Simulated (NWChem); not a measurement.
Molecule: SnH3O2Br; SMILES [OH][SnH]([OH])[Br]

```xyz
7

Sn    -0.0068     0.7122     0.2594
O     -1.5430     1.5264    -0.6598
O      1.6470     1.3351    -0.6189
Br    -0.0291    -1.7624    -0.0575
H     -0.1117     1.1590     1.8921
H     -1.5026     1.4244    -1.6184
H      2.1420     0.5998    -1.0015
```
Atoms are numbered in this order, from 1.

All runs: NWChem. All runs use the structure optimised with PBE0/def2-SVP. def2 effective core potentials on Sn; no spin-orbit coupling.

For level Hartree-Fock/STO-3G (all-electron, non-relativistic):

```
Item                         Value
---------------------------  -----
highest occupied level (eV)  -8.32
orbital gap (eV)             15.95
```

### Question
How do the values read with level Hartree-Fock/def2-SVP (core potentials) instead?

### Answer
* **highest occupied level (eV)**: -11.69
* **orbital gap (eV)**: 13.91
